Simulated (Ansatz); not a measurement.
Pulling on the Se4–H5 bond in AlH3Se (SMILES [AlH2][SeH]) (multiplicity 1 held, fragments rigid). Energies count from the point at 1.472 Å.
Geometry at that point (charge 0, multiplicity 1):
```tsv
atom	x (Å)	y (Å)	z (Å)
Al	0.3641	0.0275	-1.5573
H	-0.6985	-0.5698	-2.5521
H	1.7454	0.6424	-1.9937
Se	-0.2012	-0.0305	0.6966
H	1.0606	0.6067	1.1072
```

Restricted levels (R-, RO-) in cc, def2 and unpolarised 6-31G sets keep to the state of the molecule at rest. Unrestricted levels (U-) break spin symmetry where that is lower. Curves can end on different states.

Codes used: Ansatz (a quantum-chemistry and plane-wave program) with Gaussian orbitals. Each number belongs to the level named beside it.

Q: One of these levels gives 57.93 kcal/mol for the energy at R = 4.710 Å. Name it.
A) U-HF/def2-TZVPP
B) R-wB97X-V/def2-TZVPP
C) R-PBE/def2-TZVPP
D) U-r2SCAN/def2-TZVPP

A: A, U-HF/def2-TZVPP. The others give 112.88 (R-PBE/def2-TZVPP), 82.31 (U-r2SCAN/def2-TZVPP), 157.94 (R-wB97X-V/def2-TZVPP)

Doubts at one or more of the structures used: a spin-contaminated determinant (U-HF/def2-TZVPP, U-r2SCAN/def2-TZVPP); a restricted determinant that unrestricted orbitals would lower (R-PBE/def2-TZVPP, R-wB97X-V/def2-TZVPP).
